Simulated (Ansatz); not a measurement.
Born–Oppenheimer molecular dynamics of Cl4H2W (7 atoms, charge 0, multiplicity 1). It starts at the highest image of a converged band, a first-order saddle point between two minima.

The calculation used RKS PBE0/def2-SVP (Ansatz).

- ensemble: NVE (velocity Verlet)
- time step: 0.5 fs
- steps asked: 177
- starting velocities drawn for: 100 K
- seed: 7272

First frame:

```xyz
7
Properties=species:S:1:pos:R:3
W -0.660 -0.275 -0.424
H 1.677 0.343 1.225
Cl 2.816 -0.101 0.800
H -0.415 0.997 0.631
Cl -2.913 -0.036 -0.285
Cl -0.395 -2.178 0.762
Cl 0.442 0.580 -2.158
```

Task: How far do the bonds stretch over the last three quarters of this one trajectory? (Pairs bonded in most of those frames.)

Result: 
| bond | mean (Å) | spread (Å) | shortest | longest |
| --- | --- | --- | --- | --- |
| W1–H4 | 1.676 | 0.044 | 1.61 | 1.74 |
| W1–Cl5 | 2.276 | 0.022 | 2.23 | 2.30 |
| W1–Cl6 | 2.257 | 0.006 | 2.24 | 2.26 |
| W1–Cl7 | 2.226 | 0.007 | 2.22 | 2.24 |
| H2–Cl3 | 1.294 | 0.003 | 1.29 | 1.30 |

Mean temperature of the second half: 52 K. The conserved energy stayed within 0.051 meV per atom of its start (net change 0.0056 meV per atom), so the integration is sound. A run of 0.088 ps of so small a system gives no equilibrium averages. The orbitals stay closed-shell, which can raise the energy where a bond breaks towards radicals; this wasn't checked here.

Time of the run: 10 min on 2 threads of Intel(R) Xeon(R) Platinum 8375C CPU @ 2.90GHz (Ice Lake), with other jobs on the host, peak memory 0.31 GiB.
